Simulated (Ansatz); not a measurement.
Input for Ansatz (an electronic-structure program): R-CCSD(T)/cc-pVTZ on CH7GeN (SMILES [CH3][GeH2][NH2]), a point of a torsion scan. The run froze 16 orbitals, filled d shells among them.

Ansatz 0.2 input:
```yaml
crystal:
  periodic: [false, false, false]
  atoms:
    - {symbol: C, position_ang: [1.28686931, 0.48799585, 0.00835126]}
    - {symbol: Ge, position_ang: [-0.17034757, -0.82845138, -0.05012023]}
    - {symbol: N, position_ang: [-1.74742639, 0.07372947, 0.09288001]}
    - {symbol: H, position_ang: [2.26209442, 0.01588333, -0.06853526]}
    - {symbol: H, position_ang: [1.18679913, 1.19845304, -0.80826738]}
    - {symbol: H, position_ang: [1.24862449, 1.04482351, 0.94101714]}
    - {symbol: H, position_ang: [-0.07886295, -1.80192318, 1.09610024]}
    - {symbol: H, position_ang: [-0.14650189, -1.62481455, -1.33200486]}
    - {symbol: H, position_ang: [-2.33684439, -0.15821193, 0.87787415]}
    - {symbol: H, position_ang: [-2.32365283, 0.12910011, -0.73325805]}
basis:
  gaussian:
    orbitals: cc-pVTZ
magnetization: {spin_polarized: false}
correlation: {method: ccsd_t, electrons: outside_noble_gas}
scf: {lower_state_search: off}
```

Q: Predict the final total energy.

A: -2172.4305 hartree (reference determinant -2171.8470, T1 diagnostic 0.009).

Q: How many basis functions does it have, and what does it roughly cost on one machine?

A: 201 functions; about 100 core-seconds (a rough figure).
